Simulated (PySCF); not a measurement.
CF3O3S, SMILES [O-]S(C(F)(F)F)(=O)=O, charge -1.

Geometry: PBE0-D3(BJ)/def2-SVPD.

Level of theory: PySCF with PBE0-D3(BJ)/def2-SVPD.

Frequencies are harmonic and unscaled.

Modes within 1.5 cm⁻¹ of each other (mostly degenerate sets) share a row, with their intensities summed.

```csv
mode,ν (cm⁻¹),IR (km/mol),moving atoms (share of kinetic energy)
1,61,0.0,"F 53 %, O 47 %"
2–3,188,2.0,"O 55 %, F 43 %"
4,293,0.0,"F 50 %, O 37 %, S 9 %"
5–6,334,0.4,"F 53 %, O 41 %"
7–8,499,36.8,"O 61 %, F 25 %, S 14 %"
9–10,565,8.7,"F 69 %, O 17 %"
11,621,162.3,"S 51 %, O 38 %"
12,761,3.5,"F 82 %, C 10 %"
13,1015,160.1,O 84 %
14–15,1171,237.7,"C 72 %, F 22 %"
16,1224,89.7,"C 69 %, F 19 %"
17–18,1258,895.3,"O 53 %, S 41 %"
```
